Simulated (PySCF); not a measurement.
CH5FO2Si2, SMILES O1C[SiH2]O[Si@H]1F. Geometry optimised at PBE-D3(BJ)/def2-SVP. The structure was generated by enumeration; whether it is a known compound was not checked. One conformer was computed; it need not be the lowest.

Computed equilibrium geometry at PBE-D3(BJ)/def2-SVP (PySCF confirms it by a frequency run) as a Z-matrix (one conformer of several):
```
C
H 1 1.1111
H 1 1.1132 2 106.98
O 1 1.4406 2 108.71 3 118.68
Si 4 1.6732 1 116.51 2 137.04
F 5 1.6288 4 110.87 1 102.42
O 5 1.6728 6 109.40 4 113.37
Si 7 1.7017 5 113.03 6 -111.07
H 5 1.4821 6 107.11 7 124.21
H 8 1.5008 7 110.86 5 119.56
H 8 1.5019 10 109.74 7 -121.74
```
Charge 0, spin multiplicity 1.
